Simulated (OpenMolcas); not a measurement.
**I3+: terms and fine structure**

```yaml
Program: OpenMolcas 26.06
Method: "SS-RASPT2, IPEA 0.25 Eh, imaginary shift 0.1 Eh (closed shells correlated: 4d)"
Basis: ANO-RCC-VQZP [8s7p5d3f2g]
Scalar_Hamiltonian: DKH2, point nucleus
Active_space: 4 electrons in 9 orbitals (RAS2 5s 5p; RAS3 5d, at most 2 electrons)
State_averaging: 2S+1 = 3 even, 6 roots; 2S+1 = 1 even, 12 roots; 2S+1 = 5 odd, 1 root; 2S+1 = 3 odd, 8 roots; 2S+1 = 1 odd, 8 roots
Spin-orbit_coupling: state interaction with AMFI integrals over the reference wave functions, term energies averaged over their components
```

Spin-free terms above the lowest, with the occupations of the reference:

```json
{"Configuration": "5s2 5p2", "Term": "3P", "E (eV)": "0.0000", "Occupations": "5s 1.95 5p 2.02 5d 0.03"}
{"Configuration": "5s2 5p2", "Term": "1D", "E (eV)": "1.138", "Occupations": "5s 1.96 5p 2.01 5d 0.03"}
{"Configuration": "5s2 5p2", "Term": "1S", "E (eV)": "3.028", "Occupations": "5s 1.93 5p 2.04 5d 0.04"}
{"Configuration": "5s 5p3", "Term": "5S*", "E (eV)": "8.496", "Occupations": "5s 1.00 5p 2.98 5d 0.02"}
{"Configuration": "5s 5p3", "Term": "3D*", "E (eV)": "11.335", "Occupations": "5s 1.12 5p 2.71 5d 0.16"}
```

With spin-orbit coupling, above the lowest level:

```
Configuration  Term  J  E (eV)      g  Term weight %  Second
      5s2 5p2    3P  0  0.0000                    93    7 1S
      5s2 5p2    3P  1   0.697  1.501            100        
      5s2 5p2    3P  2   1.188  1.390             78   22 1D
      5s2 5p2    1D  2   2.524  1.111             78   22 3P
      5s2 5p2    1S  0   4.421                    93    7 3P
       5s 5p3   5S*  2   9.461  1.987             97   3 3P*
       5s 5p3   3D*  1  12.159  0.570             92   6 3P*
       5s 5p3   3D*  2  12.192  1.206             89  10 3P*
       5s 5p3   3D*  3  12.458  1.334            100
```

Spin-orbit coupling puts the lowest level 1.0907 eV below the lowest spin-free term.

For 3P the intervals divided by the larger J are 5624.8, 1976.7 cm-1. Landé's interval rule makes them equal in pure LS coupling; they differ by 96 % of their mean. The multiplet is regular.

CASPT2 does not keep the components of a term degenerate, so their means are used; among the terms shown or strongly mixed into the levels shown the widest spread is 18 cm-1 (5s 5p3 3D*). The run also gave levels led by 5s 5p2 5d, 5s2 5p 5d, which use shells meant for correlation; these and all levels above them are left out. Some terms mix strongly with configurations of 5d, whose occupation reaches 0.18 (5s 5p3 3D*, 5s 5p3 3P*). Only configurations of the active space appear. The first state left out of the spin-orbit step lies near 140000 cm-1 above the lowest spin-free state of the reference (among the parities and spins computed), and the list stops at four fifths of that energy or lower.

The term weight is that of the spin-free term in the level, not the purity of its configuration. * marks odd parity.
